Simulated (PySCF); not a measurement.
Te(SMe)(OSiH3) (CH6OSSiTe), SMILES CS[Te]O[SiH3]. The structure is a stationary point at r2SCAN-D4/def2-SVP. The structure was generated by enumeration, and PubChem lists no compound with its InChIKey, so it may never have been made. The def2 effective core potentials stand for the cores of Te; spin–orbit coupling is left out. One conformer was computed; it need not be the lowest.

Computed equilibrium geometry at r2SCAN-D4/def2-SVP (PySCF confirms it by a frequency run) as bond lengths and angles (one conformer of several):
Atoms: Te1 S2 C3 H4 H5 H6 O7 Si8 H9 H10 H11. Bond lengths (Å): Te1–S2 2.378, Te1–O7 2.023, S2–C3 1.829, C3–H4 1.098, C3–H5 1.101, C3–H6 1.098, O7–Si8 1.678, Si8–H9 1.494, Si8–H10 1.491, Si8–H11 1.496. Angles (°): S2–Te1–O7 101.5, Te1–S2–C3 104.5, S2–C3–H4 110.6, S2–C3–H5 105.8, S2–C3–H6 111.2, H4–C3–H5 109.3, H4–C3–H6 110.4, H5–C3–H6 109.4, Te1–O7–Si8 121.7, O7–Si8–H9 111.7, O7–Si8–H10 106.1, O7–Si8–H11 111.5, H9–Si8–H10 109.5, H9–Si8–H11 108.5, H10–Si8–H11 109.6.
Charge 0, spin multiplicity 1.
